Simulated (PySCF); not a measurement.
Cd(Me)2 cation (C2H6Cd), SMILES [CH3][Cd][CH3] (connectivity only; charge and spin as stated), charge +1, multiplicity 2.

The structure is a stationary point at r2SCAN-D4/def2-SVP. The spin state was assumed, not searched. The isomer is the one that the SMILES or the coordinates give; other isomers of the formula were not compared. The def2 effective core potentials stand for the cores of Cd; spin–orbit coupling is left out.

Calculation: TDA-CAM-B3LYP/def2-SVPD (PySCF).

Vertical excitations; the highest root listed may be one member of a degenerate set. Isolated molecule, no solvent.

Task: Estimate the UV-visible absorptions. (Estimate from the structure and the level; the computed values follow.)

Result: 
```csv
state,energy (eV),λ (nm),f,main pairs
root 1,2.37,522,0.200,"α HOMO→LUMO 7 %, β HOMO→LUMO 91 %"
root 2,4.97,250,0.003,β HOMO−2→LUMO (degenerate set)
root 3,4.97,250,0.003,β HOMO−1→LUMO (degenerate set)
root 4,5.22,238,0.000,β HOMO−4→LUMO (degenerate set)
root 5,5.22,238,0.000,β HOMO−3→LUMO (degenerate set)
root 6,6.43,193,0.066,"α HOMO−1→LUMO+1, β HOMO→LUMO+2 (degenerate set)"
root 7,6.43,193,0.066,"α HOMO−1→LUMO+2, β HOMO→LUMO+1 (degenerate set)"
root 8,6.47,192,0.000,"α HOMO−1→LUMO 34 %, β HOMO→LUMO+3 60 %"
root 9,6.68,185,0.675,"α HOMO→LUMO 84 %, β HOMO−5→LUMO 5 %"
root 10,6.96,178,0.000,α HOMO→LUMO+1 98 %
```
Unrestricted roots are not spin-pure.
